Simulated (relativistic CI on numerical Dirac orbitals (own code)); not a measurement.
**Crystal-field levels of Ru²⁺, 4d6**

Calculated by Dirac-Coulomb-Breit CI, separate exchange-only KLI orbitals for each configuration, model QED (radiative potential, 1s self-energy scaled to tabulated hydrogen-like ionisation energies), valence Slater integrals scaled by 0.65, one configuration in a parametric crystal field (own radial code).

Field parameters in Wybourne normalisation: Oh B⁴₀ = 21Dq, B⁴₄ = √(5/14) B⁴₀. The field is a parameter set, without covalency.

S is read from ⟨S²⟩ = S(S + 1).

Levels (cm⁻¹, degeneracy): 0 (1), 28136 (2), 28217 (3), 28804 (3), 29276 (1), 32000 (3), 32483 (2), 33034 (3), 33338 (1), 33666 (3), 41346 (3), 49461 (3).

(1) Which field gives this pattern?
A. Oh, 10Dq = 4700 cm⁻¹
B. Oh, 10Dq = 8500 cm⁻¹
C. Oh, 10Dq = 16000 cm⁻¹
D. Oh, 10Dq = 34850 cm⁻¹

## Answers

(1) D. Oh, 10Dq = 34850 cm⁻¹, ground level with S = 0.01.
